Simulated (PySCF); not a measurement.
C3H10OSeSi (SMILES CO[Si](C)(C)[SeH]), singlet, geometry from GFN2-xTB, with bond 14-5 at 1.4 times its length; PySCF with CASSCF(8,9)/STO-3G.

Here is a job for PySCF.
```python
from pyscf import gto, scf, mcscf
import numpy

mol = gto.Mole()
mol.atom = '''
    C     1.451617   -0.702272   -2.015352
    O     0.173751   -0.986684   -1.526146
    Si   -0.696138   -0.165647   -0.432782
    C    -1.458727    1.444458   -1.115287
    C    -1.979813   -1.412572    0.186046
    Se    0.785461    0.439035    1.265790
    H     1.404739    0.078139   -2.778002
    H     1.855421   -1.615222   -2.452943
    H     2.111506   -0.368941   -1.207964
    H    -2.059615    1.239665   -1.996090
    H    -2.099121    1.922522   -0.380687
    H    -0.689104    2.159959   -1.393768
    H    -2.546393   -1.817564   -0.644239
    H    -2.954214   -0.744729    1.139647
    H    -1.510530   -2.239955    0.707924
    H    -0.219291    0.884605    2.177395
'''
mol.basis = 'sto-3g'
mol.charge = 0
mol.spin = 0
mol.verbose = 4
mol.build()

mf = scf.RHF(mol)
mf.kernel()
mc = mcscf.CASSCF(mf, 9, 8)
mc.fix_spin_(ss=0.0)
mc.kernel()
occ = numpy.linalg.eigvalsh(mc.fcisolver.make_rdm1(mc.ci, mc.ncas, mc.nelecas))[::-1]
ss = mc.fcisolver.spin_square(mc.ci, mc.ncas, mc.nelecas)[0]
print('natural occupations', occ.round(4), ' <S^2>', round(ss, 4))
```

Output, abridged:

```
PySCF version 2.14.0

[INPUT] verbose = 4
[INPUT] num. atoms = 16
[INPUT] num. electrons = 84
[INPUT] charge = 0
[INPUT] spin (= nelec alpha-beta = 2S) = 0
[INPUT] symmetry False subgroup None
[INPUT] Mole.unit = angstrom
[INPUT] Symbol           X                Y                Z      unit          X                Y                Z       unit  Magmom
[...]
nuclear repulsion = 542.929744397929
number of shells = 35
number of NR pGTOs = 171
number of NR cGTOs = 57
basis = sto-3g
ecp = {}

******** <class 'pyscf.scf.hf.RHF'> ********
method = RHF
initial guess = minao
damping factor = 0
level_shift factor = 0
DIIS = <class 'pyscf.scf.diis.CDIIS'>
diis_start_cycle = 1
diis_space = 8
diis_damp = 0
SCF conv_tol = 1e-09
SCF conv_tol_grad = None
SCF max_cycles = 50
direct_scf = True
direct_scf_tol = 1e-13
Set gradient conv threshold to 3.16228e-05
Initial guess from minao.
init E= -2847.94205885305
[...]
cycle= 1 E= -2850.88836251631  delta_E= -2.95  |g|= 0.57  |ddm|= 4.57
[...]
cycle= 2 E= -2851.03404925827  delta_E= -0.146  |g|= 0.144  |ddm|= 1.19
[...]
cycle= 3 E= -2851.04180747542  delta_E= -0.00776  |g|= 0.0363  |ddm|= 0.259
[...]
cycle= 4 E= -2851.04253024196  delta_E= -0.000723  |g|= 0.00761  |ddm|= 0.0779
[...]
cycle= 5 E= -2851.04257384026  delta_E= -4.36e-05  |g|= 0.00138  |ddm|= 0.0237
[...]
cycle= 6 E= -2851.04257509395  delta_E= -1.25e-06  |g|= 0.000328  |ddm|= 0.00355
[...]
cycle= 7 E= -2851.04257516834  delta_E= -7.44e-08  |g|= 6.98e-05  |ddm|= 0.000936
[...]
cycle= 8 E= -2851.04257517181  delta_E= -3.47e-09  |g|= 2.09e-05  |ddm|= 0.000193
[...]
cycle= 9 E= -2851.04257517219  delta_E= -3.76e-10  |g|= 5.21e-06  |ddm|= 7.09e-05
[...]
Extra cycle  E= -2851.04257517221  delta_E= -1.96e-11  |g|= 2.16e-06  |ddm|= 1.12e-05
converged SCF energy = -2851.04257517221

******** <class 'pyscf.mcscf.mc1step.CASSCF'> ********
CAS (4e+4e, 9o), ncore = 38, nvir = 10
max_cycle_macro = 50
max_cycle_micro = 4
conv_tol = 1e-07
conv_tol_grad = None
orbital rotation max_stepsize = 0.02
orbital rotation threshold for CI restart = 0.01
augmented hessian ah_max_cycle = 30
augmented hessian ah_conv_tol = 1e-12
augmented hessian ah_linear dependence = 1e-14
augmented hessian ah_level shift = 1e-08
augmented hessian ah_start_tol = 2.5
augmented hessian ah_start_cycle = 3
augmented hessian ah_grad_trust_region = 3
kf_trust_region = 3
kf_interval = 4
ci_response_space = 4
ci_grad_trust_region = 3
with_dep4 0
natorb = False
canonicalization = True
sorting_mo_energy = False
ao2mo_level = 2
internal_rotation = False
******** <class 'pyscf.fci.addons.SpinPenaltyFCISolver'> ********
max. cycles = 50
conv_tol = 1e-08
davidson only = True
linear dependence = 1e-12
level shift = 0.001
max iter space = 12
nroots = 1
pspace_size = 400
spin = None
CASCI E = -2851.05244626838  S^2 = 0.0000000
Set conv_tol_grad to 0.000316228
macro iter   1 ( 21 JK    4 micro), CASSCF E = -2851.06251679618  dE = -1.00705278e-02  S^2 = 0.0000000
               |grad[o]|=0.013  |grad[c]|=0.102  |ddm|=0.0532  |maxRot[o]|=0.283
macro iter   2 ( 21 JK    4 micro), CASSCF E = -2851.06937652277  dE = -6.85972658e-03  S^2 = 0.0000000
               |grad[o]|=0.0174  |grad[c]|=0.0624  |ddm|=0.0357  |maxRot[o]|=0.161
macro iter   3 ( 21 JK    4 micro), CASSCF E = -2851.07105872756  dE = -1.68220479e-03  S^2 = 0.0000000
               |grad[o]|=0.013  |grad[c]|=0.0127  |ddm|=0.00465  |maxRot[o]|= 0.15
macro iter   4 ( 21 JK    4 micro), CASSCF E = -2851.07329364856  dE = -2.23492101e-03  S^2 = 0.0000000
               |grad[o]|=0.0103  |grad[c]|=0.0638  |ddm|=0.0419  |maxRot[o]|=0.175
macro iter   5 ( 21 JK    4 micro), CASSCF E = -2851.07618796565  dE = -2.89431709e-03  S^2 = 0.0000000
               |grad[o]|=0.0107  |grad[c]|=0.0482  |ddm|=0.0532  |maxRot[o]|=0.134
macro iter   6 ( 21 JK    4 micro), CASSCF E = -2851.08101035153  dE = -4.82238588e-03  S^2 = 0.0000000
               |grad[o]|=0.0125  |grad[c]|=0.0188  |ddm|=0.0163  |maxRot[o]|=0.158
[...]
               |grad[o]|=0.0106  |grad[c]|=0.0234  |ddm|=0.0108  |maxRot[o]|=0.0164
macro iter  23 ( 21 JK    4 micro), CASSCF E = -2851.10416357484  dE = -1.64828699e-03  S^2 = 0.0000000
               |grad[o]|=0.0106  |grad[c]|=0.0147  |ddm|=0.00835  |maxRot[o]|=0.049
macro iter  24 ( 21 JK    4 micro), CASSCF E = -2851.10649177017  dE = -2.32819533e-03  S^2 = 0.0000000
               |grad[o]|=0.00929  |grad[c]|=0.00902  |ddm|=0.00497  |maxRot[o]|=0.0873
macro iter  25 ( 20 JK    4 micro), CASSCF E = -2851.10704393808  dE = -5.52167913e-04  S^2 = 0.0000000
               |grad[o]|=0.00682  |grad[c]|=0.0141  |ddm|=0.00703  |maxRot[o]|=0.114
macro iter  26 ( 21 JK    4 micro), CASSCF E = -2851.10698601896  dE =  5.79191205e-05  S^2 = 0.0000000
               |grad[o]|=0.00632  |grad[c]|=0.015  |ddm|=0.00581  |maxRot[o]|=0.0316
macro iter  27 ( 21 JK    4 micro), CASSCF E = -2851.10778505270  dE = -7.99033743e-04  S^2 = 0.0000000
               |grad[o]|=0.00634  |grad[c]|=0.00672  |ddm|=0.00353  |maxRot[o]|=0.0529
macro iter  28 ( 21 JK    4 micro), CASSCF E = -2851.10804244192  dE = -2.57389221e-04  S^2 = 0.0000000
               |grad[o]|=0.00485  |grad[c]|=0.0104  |ddm|=0.00493  |maxRot[o]|=0.0896
macro iter  29 ( 21 JK    4 micro), CASSCF E = -2851.10803585161  dE =  6.59031321e-06  S^2 = 0.0000000
               |grad[o]|=0.0044  |grad[c]|=0.0123  |ddm|=0.00418  |maxRot[o]|=0.0489
macro iter  30 ( 21 JK    4 micro), CASSCF E = -2851.10856014839  dE = -5.24296778e-04  S^2 = 0.0000000
               |grad[o]|=0.00443  |grad[c]|=0.00386  |ddm|=0.00217  |maxRot[o]|=0.046
macro iter  31 ( 21 JK    4 micro), CASSCF E = -2851.10863413253  dE = -7.39841453e-05  S^2 = 0.0000000
               |grad[o]|=0.00291  |grad[c]|=0.00682  |ddm|=0.00254  |maxRot[o]|=0.0642
macro iter  32 ( 20 JK    4 micro), CASSCF E = -2851.10851683513  dE =  1.17297400e-04  S^2 = 0.0000000
               |grad[o]|=0.00275  |grad[c]|=0.00643  |ddm|=0.00207  |maxRot[o]|=0.0338
macro iter  33 ( 20 JK    4 micro), CASSCF E = -2851.10885633887  dE = -3.39503740e-04  S^2 = 0.0000000
               |grad[o]|=0.00315  |grad[c]|=0.00219  |ddm|=0.00127  |maxRot[o]|=0.0399
macro iter  34 ( 18 JK    4 micro), CASSCF E = -2851.10885851103  dE = -2.17215984e-06  S^2 = 0.0000000
               |grad[o]|=0.00158  |grad[c]|=0.00446  |ddm|=0.00177  |maxRot[o]|=0.0127
macro iter  35 ( 15 JK    4 micro), CASSCF E = -2851.10884200013  dE =  1.65109009e-05  S^2 = 0.0000000
               |grad[o]|=0.00176  |grad[c]|=0.00368  |ddm|=0.00116  |maxRot[o]|=0.0162
macro iter  36 ( 20 JK    4 micro), CASSCF E = -2851.10896031669  dE = -1.18316559e-04  S^2 = 0.0000000
               |grad[o]|=0.00169  |grad[c]|=0.00177  |ddm|=0.000731  |maxRot[o]|=0.0282
macro iter  37 ( 13 JK    4 micro), CASSCF E = -2851.10897567732  dE = -1.53606270e-05  S^2 = 0.0000000
               |grad[o]|=0.000697  |grad[c]|=0.00146  |ddm|=0.000705  |maxRot[o]|=0.0165
macro iter  38 ( 11 JK    3 micro), CASSCF E = -2851.10898542859  dE = -9.75126613e-06  S^2 = 0.0000000
               |grad[o]|=0.000499  |grad[c]|=0.000478  |ddm|=0.000292  |maxRot[o]|=0.00972
macro iter  39 (  7 JK    1 micro), CASSCF E = -2851.10898598542  dE = -5.56836767e-07  S^2 = 0.0000000
               |grad[o]|=9.83e-05  |grad[c]|=0.000429  |ddm|=8.48e-05  |maxRot[o]|=0.00405
macro iter  40 (  4 JK    1 micro), CASSCF E = -2851.10898608308  dE = -9.76601768e-08  S^2 = 0.0000000
               |grad[o]|=6.33e-05  |grad[c]|=0.000253  |ddm|=3.81e-05  |maxRot[o]|=0.00392
1-step CASSCF converged in  40 macro (769 JK 152 micro) steps
CASSCF canonicalization
Density matrix diagonal elements [1.98133758 1.97581614 1.97695167 1.97161924 0.02201245 0.01451946
 0.02612581 0.01615866 0.01545899]
CASSCF energy = -2851.10898608308
CASCI E = -2851.10898608308  E(CI) = -13.0068942257176  S^2 = 0.0000000
natural occupations [1.9826e+00 1.9784e+00 1.9763e+00 1.9701e+00 2.9300e-02 2.5700e-02
 2.2200e-02 1.4900e-02 6.0000e-04]  <S^2> 0.0
```
